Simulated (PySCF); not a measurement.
Isomers of C5H7NS, mass 113.030 u with the commonest isotopes. The calculation used CAM-B3LYP/def2-SVPD in PySCF (dipole) on a GFN2-xTB geometry, gas phase. One conformer each, none proved a minimum here; rigid rotors.

Task: Order these by rotational constant B, largest first.
A. `CC1=C(N)C=CS1`
B. `[CH3:1][NH:2][c:3]1[cH:4][cH:5][s:6][cH:7]1` with C1–N2–C3–C4 28°
C. `[CH:1]#[C:2][C:3](=[S:4])[N:5]([CH3:6])[CH3:7]` with C2–C3–N5–C6 0°

Result: A (2436 MHz), C (2200 MHz), B (1438 MHz).

Task: Order these by rotational constant A, smallest first.
A. `[CH3:1][NH:2][c:3]1[cH:4][cH:5][s:6][cH:7]1` with C1–N2–C3–C4 28°
B. `c1c(N)c(sc1)C`
C. `[CH:1]#[C:2][C:3](=[S:4])[N:5]([CH3:6])[CH3:7]` with C2–C3–N5–C6 0°

Result: C (2598 MHz), B (3260 MHz), A (6447 MHz).

```csv
SMILES,point group,Ia (u·Å²),Ib (u·Å²),Ic (u·Å²),κ,μa (D),μb (D),μc (D)
C#CC(=S)N(C)C,Cs,194.52,229.76,417.93,0.43,2.28,4.05,0.00
Cc1sccc1N,near Cs,155.05,207.44,358.86,0.11,1.49,0.32,0.98
CNc1ccsc1,C1,78.38,351.33,423.24,-0.91,1.79,0.01,0.63
```
